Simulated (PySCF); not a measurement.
CH5FO2Si2, SMILES O[Si@]1(F)CO[SiH2]1. The structure is a stationary point at TPSSh-D3(BJ)/def2-SVP. The structure was generated by enumeration; whether it is a known compound was not checked. The values are those of a single conformer.

Computed equilibrium geometry at TPSSh-D3(BJ)/def2-SVP (PySCF confirms it by a frequency run) as Cartesian coordinates in Å (one conformer of several):
```xyz
11

O      1.8992    -0.2596    -1.0345
Si     0.7149    -0.0714     0.1104
F      1.4289     0.0403     1.5770
C     -0.6408    -1.4072    -0.0418
O     -1.7772    -0.5270    -0.2724
Si    -1.2724     1.0993    -0.2337
H      2.6003     0.4062    -1.0809
H     -0.5200    -2.0938    -0.8972
H     -0.8141    -2.0125     0.8647
H     -1.9108     1.8733     0.8668
H     -1.5417     1.8104    -1.5143
```
